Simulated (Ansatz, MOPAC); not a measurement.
Species: SnO2H, charge 1, multiplicity 1. SMILES: [O]=[Sn]=[OH+]

Atoms: Sn1, O2, O3, H4. Bonds: Sn1-O2, Sn1-O3, O2-H4.

Bond lengths (Å) and angles (degrees) optimised at PM3 with MOPAC; PM6 with MOPAC; HF/STO-3G with Ansatz (a first-principles code); PBE/6-31G* with LANL2DZ past Ar with Ansatz, each started from the B3LYP-D3(BJ)/def2-TZVP structure (Ansatz) of the last column. A row stands for all coordinates that are equal there. 6-31G* holds six Cartesian d functions. No wavenumbers were computed at HF/STO-3G, PBE/6-31G* with LANL2DZ past Ar, so these may be saddle points.

```csv
coordinate,PM3,PM6,HF/STO-3G,PBE/6-31G* with LANL2DZ past Ar,B3LYP-D3(BJ)/def2-TZVP
Sn1-O2,1.885,1.701,1.846,1.871,1.887
Sn1-O3,1.825,1.631,1.789,1.765,1.790
O2-H4,0.942,0.913,0.982,0.990,0.976
O2-Sn1-O3,162.9,180.0,139.3,167.6,171.3
Sn1-O2-H4,138.9,180.0,120.4,118.1,117.8
```

Mean signed difference of all 3 bond lengths from B3LYP-D3(BJ)/def2-TZVP: PM3 -0.001 Å, PM6 -0.136 Å, HF/STO-3G -0.012 Å, PBE/6-31G* with LANL2DZ past Ar -0.009 Å.
